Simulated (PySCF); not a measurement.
hexa-1,2-dien-4-yne (C₆H₆), SMILES C=C=CC#CC. Atoms are numbered in the order given.

```xyz
12

C      2.9550     0.0146     0.6687
C      1.8276    -0.4512     0.2067
C      0.6941    -0.9349    -0.2649
C     -0.5539    -0.2498    -0.2365
C     -1.6340     0.3064    -0.2284
C     -2.9197     0.9813    -0.2129
H      3.2581    -0.1564     1.7079
H      3.6330     0.5965     0.0340
H      0.7092    -1.9386    -0.7130
H     -3.7089     0.3424    -0.6389
H     -2.8878     1.9127    -0.8005
H     -3.2184     1.2450     0.8142
```

Coordinates come from a PBE0-D3(BJ)/def2-SVP optimisation.

Computed with PBE0-D3(BJ)/def2-SVP run with PySCF 2.14.0.

No scaling factor is applied to the harmonic values.

Q: List the normal modes with their intensities. (An estimate is asked for; the answer gives what the named calculation found.)

A: 
```csv
mode,ν (cm⁻¹),IR (km/mol),moving atoms (share of kinetic energy)
1,2,0.0,H 93 %
2,93,2.6,"C 79 %, H 21 %"
3,190,9.8,"C 61 %, H 39 %"
4,251,2.9,"C 81 %, H 19 %"
5,315,4.1,"C 54 %, H 46 %"
6,400,1.1,"C 78 %, H 22 %"
7,405,2.5,"C 86 %, H 14 %"
8,557,5.4,"C 91 %, H 9 %"
9,638,0.1,"C 57 %, H 43 %"
10,811,11.6,"C 86 %, H 14 %"
11,874,52.6,"H 74 %, C 26 %"
12,880,18.2,"H 85 %, C 15 %"
13,980,0.3,"H 62 %, C 38 %"
14,1026,3.3,"H 69 %, C 31 %"
15,1030,2.5,"H 68 %, C 32 %"
16,1079,0.3,"C 63 %, H 37 %"
17,1201,0.8,"H 58 %, C 42 %"
18,1348,4.3,"H 72 %, C 28 %"
19,1391,5.7,"H 71 %, C 29 %"
20,1442,9.0,H 97 %
21,1443,8.4,H 97 %
22,1472,9.2,"C 63 %, H 37 %"
23,2083,55.0,C 98 %
24,2370,8.4,C 100 %
25,3048,25.8,H 97 %
26,3138,3.0,"H 91 %, C 9 %"
27,3140,0.1,H 94 %
28,3142,5.5,H 93 %
29,3143,3.3,"H 91 %, C 9 %"
30,3231,0.1,"H 89 %, C 11 %"
```
